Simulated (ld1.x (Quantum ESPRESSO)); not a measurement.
**Cd TM: all-electron and pseudo phase curves**

ld1.x (Quantum ESPRESSO) 7.5 input, shortened:

```
&input
   title='Cd', zed=48., rel=1, dft='PBE', iswitch=3,
   config='[Kr] 4d10 4f-2 5s2 5p0'
 /
 &inputp
   pseudotype=2, tm=.true., lloc=0,
   nlcc=.true.
 /
4
5P  2  1   0.00   0.00  3.10  3.10  0.0
4D  3  2  10.00   0.00  1.30  1.30  0.0
4F  4  3  -2.00  -0.15  2.80  2.80  0.0
5S  1  0   2.00   0.00  2.25  2.25  0.0
 &test
   configts(1)='4d10 5s2 5p0'
 /
```

The phase is arctan(r·u′/u) with u = r·R(r), unwrapped; energies in Ry, scanned from -3 to 5 Ry. A pole is an energy at which the radial function vanishes at the test radius. The pseudo phase is shifted by a multiple of π to meet the all-electron one at the reference energy, and phase errors are pseudo minus all-electron; the curves can meet again beyond the range given. Levels narrower than the energy grid can be missing from the lists of poles.

| channel | radius (bohr) | reference energy (Ry) | poles, all-electron | poles, pseudo | unbroken range about the reference energy with phases within 0.05 rad | phase error 1 Ry above the reference energy (rad) |
| --- | --- | --- | --- | --- | --- | --- |
| s | 3.35 | -0.42 | 0.21, 4.89 | 0.21, 4.30 | below 1.6 | -0.003 |
| p | 3.35 | -0.09 | 1.04 | 1.02 | below 2.2 | -0.005 |
| d | 3.35 | -0.86 | -0.83, 2.60 | -0.83, 2.94 | below 0.5 | +0.014 |
| f | 3.35 | -0.15 | 2.48 | 2.62 | below 2.7 | +0.002 |

Phases in the d channel:

```tsv
E (Ry)	all-electron	pseudo
-3.00	1.402	1.402
-2.52	1.387	1.387
-2.04	1.366	1.366
-1.56	1.334	1.335
-1.08	1.242	1.243
-0.60	-1.805	-1.803
-0.12	-1.927	-1.921
0.36	-2.144	-2.115
0.84	-2.978	-2.782
1.32	-4.220	-4.079
1.80	-4.539	-4.476
2.28	-4.661	-4.615
2.76	-4.735	-4.690
3.24	-4.799	-4.744
3.72	-4.875	-4.792
4.20	-5.011	-4.846
4.68	-5.478	-4.925
```
